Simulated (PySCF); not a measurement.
C$_{2}$H$_{6}$ClGa, charge +1, doublet, at a GFN2-xTB geometry (such geometries of metal compounds can be far from the true shape) (a state made from the parent by changing its charge; the spin is typed, not shown lowest); PySCF with DF-HF/cc-pVDZ.

Here is a job for PySCF.
```python
from pyscf import gto, scf

mol = gto.Mole()
mol.atom = '''
    Ga   -0.113187    0.044696   -0.082483
    C    -1.921726   -0.982946   -0.555037
    H    -1.857334   -1.242487   -1.613324
    H    -2.743211   -0.296523   -0.343974
    H    -1.913526   -1.858573    0.096770
    C    -0.375921    1.890249   -1.119339
    H    -0.667347    1.643297   -2.141419
    H     0.598654    2.377794   -1.054963
    H    -1.156774    2.432710   -0.583163
    Cl    1.472601   -0.581506    1.073136
'''
mol.basis = 'cc-pvdz'
mol.charge = 1
mol.spin = 1
mol.verbose = 4
mol.build()

mf = scf.UHF(mol)
mf = mf.density_fit(auxbasis='def2-universal-jkfit')
mf.kernel()
```

Output, abridged:

```
PySCF version 2.14.0

[INPUT] verbose = 4
[INPUT] num. atoms = 10
[INPUT] num. electrons = 65
[INPUT] charge = 1
[INPUT] spin (= nelec alpha-beta = 2S) = 1
[INPUT] symmetry False subgroup None
[INPUT] Mole.unit = angstrom
[INPUT] Symbol           X                Y                Z      unit          X                Y                Z       unit  Magmom
[INPUT]  1 Ga    -0.113187000000   0.044696000000  -0.082483000000 AA   -0.213892430861   0.084463198864  -0.155870279932 Bohr   0.0
[INPUT]  2 C     -1.921726000000  -0.982946000000  -0.555037000000 AA   -3.631535826456  -1.857498735237  -1.048867919000 Bohr   0.0
[INPUT]  3 H     -1.857334000000  -1.242487000000  -1.613324000000 AA   -3.509852581843  -2.347960143332  -3.048740510188 Bohr   0.0
[INPUT]  4 H     -2.743211000000  -0.296523000000  -0.343974000000 AA   -5.183917491894  -0.560347259634  -0.650016653971 Bohr   0.0
[INPUT]  5 H     -1.913526000000  -1.858573000000   0.096770000000 AA   -3.616040072234  -3.512193952511   0.182868797074 Bohr   0.0
[INPUT]  6 C     -0.375921000000   1.890249000000  -1.119339000000 AA   -0.710387734473   3.572052917233  -2.115244150545 Bohr   0.0
[INPUT]  7 H     -0.667347000000   1.643297000000  -2.141419000000 AA   -1.261103060050   3.105381271319  -4.046695427940 Bohr   0.0
[INPUT]  8 H      0.598654000000   2.377794000000  -1.054963000000 AA    1.131292103375   4.493379440634  -1.993591141550 Bohr   0.0
[INPUT]  9 H     -1.156774000000   2.432710000000  -0.583163000000 AA   -2.185986048018   4.597155640491  -1.102018355980 Bohr   0.0
[INPUT] 10 Cl     1.472601000000  -0.581506000000   1.073136000000 AA    2.782812580761  -1.098887079791   2.027933134411 Bohr   0.0

nuclear repulsion = 337.759237036064
number of shells = 39
number of NR pGTOs = 212
number of NR cGTOs = 103
basis = cc-pvdz
ecp = {}

******** <class 'pyscf.df.df_jk.DFUHF'> ********
method = DFUHF
initial guess = minao
damping factor = 0
level_shift factor = 0
DIIS = <class 'pyscf.scf.diis.CDIIS'>
diis_start_cycle = 1
diis_space = 8
diis_damp = 0
SCF conv_tol = 1e-09
SCF conv_tol_grad = None
SCF max_cycles = 50
direct_scf = False
number electrons alpha = 33  beta = 32
Set gradient conv threshold to 3.16228e-05
******** <class 'pyscf.df.df.DF'> ********
auxbasis = def2-universal-jkfit
init E= -2461.52274713445

cycle= 1 E= -2461.59881361851  delta_E= -0.0761  |g|= 0.338  |ddm|= 1.69
cycle= 2 E= -2461.68541811893  delta_E= -0.0866  |g|= 0.152  |ddm|= 0.563
cycle= 3 E= -2461.70026708249  delta_E= -0.0148  |g|= 0.0392  |ddm|= 0.151
cycle= 4 E= -2461.70266830418  delta_E= -0.0024  |g|= 0.0152  |ddm|= 0.0796
cycle= 5 E= -2461.70314994395  delta_E= -0.000482  |g|= 0.00827  |ddm|= 0.0338
cycle= 6 E= -2461.70333823755  delta_E= -0.000188  |g|= 0.00308  |ddm|= 0.0279
cycle= 7 E= -2461.70336338706  delta_E= -2.51e-05  |g|= 0.000924  |ddm|= 0.0112
cycle= 8 E= -2461.70336503457  delta_E= -1.65e-06  |g|= 0.000406  |ddm|= 0.00218
cycle= 9 E= -2461.70336535813  delta_E= -3.24e-07  |g|= 0.000145  |ddm|= 0.000987
cycle= 10 E= -2461.70336540183  delta_E= -4.37e-08  |g|= 4.7e-05  |ddm|= 0.000368
cycle= 11 E= -2461.70336540669  delta_E= -4.86e-09  |g|= 1.34e-05  |ddm|= 0.00012
cycle= 12 E= -2461.70336540706  delta_E= -3.65e-10  |g|= 4.53e-06  |ddm|= 3.1e-05
Extra cycle  E= -2461.70336540711  delta_E= -5.55e-11  |g|= 2.62e-06  |ddm|= 6.13e-06
converged SCF energy = -2461.70336540711  <S^2> = 0.83736863  2S+1 = 2.0855394
```
